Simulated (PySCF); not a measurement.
**Basis-set dependence of excited states**

Compound: C5H4F2.
SMILES with atom numbers: `[CH2:1]=[C:2]1[CH:3]=[C:4]1[CH:5]([F:6])[F:7]` (hydrogens: H8, H9 on C1; H10 on C3; H11 on C5)

TDDFT with PBE0 (PySCF), vertical singlets, core orbitals frozen in the response, spherical d and f functions. The structure is a single PBE0-D3(BJ)/def2-SVP conformer in the gas phase; no vibrational or solvent corrections.

| basis | functions | diffuse | S1 (eV) | S2 (eV) | S3 (eV) | S4 (eV) | S5 (eV) | LUMO (eV) | α (au) |
| --- | --- | --- | --- | --- | --- | --- | --- | --- | --- |
| 6-31G* | 106 | no | 4.19 | 6.18 | 7.34 | 7.50 | 7.60 | -0.70 | 49.4 |
| def2-SVP | 118 | no | 4.16 | 6.12 | 7.27 | 7.33 | 7.45 | -1.00 | 51.3 |
| 6-31+G* | 134 | yes | 4.04 | 5.70 | 5.98 | 6.09 | 6.26 | -1.19 | 58.8 |
| def2-SVPD | 178 | yes | 4.07 | 5.96 | 6.07 | 6.50 | 6.85 | -1.22 | 61.0 |
| aug-cc-pVDZ | 197 | yes | 4.03 | 5.34 | 5.77 | 5.95 | 6.03 | -1.21 | 62.9 |
| def2-TZVP | 241 | no | 4.08 | 6.04 | 6.78 | 6.92 | 7.08 | -1.13 | 58.8 |

Q: Compare the sets with the largest diffuse one.

A: States are compared by their number. Against the largest diffuse basis here (aug-cc-pVDZ, itself not a converged limit), sets without diffuse functions differ by up to 0.16 eV in S1 and 1.58 eV in S5; the smaller diffuse sets differ by up to 0.04 and 0.83 eV. State by state, the largest deviation of a set without diffuse functions is S1 0.16, S2 0.84, S3 1.57, S4 1.55, S5 1.58 eV. The same number needn't mean the same state in each row. Against aug-cc-pVDZ the polarisability deviates by -21% in 6-31G*, -18% in def2-SVP, -6% in 6-31+G*, -3% in def2-SVPD, -7% in def2-TZVP. A single + in a Pople set puts diffuse functions on heavy atoms only.
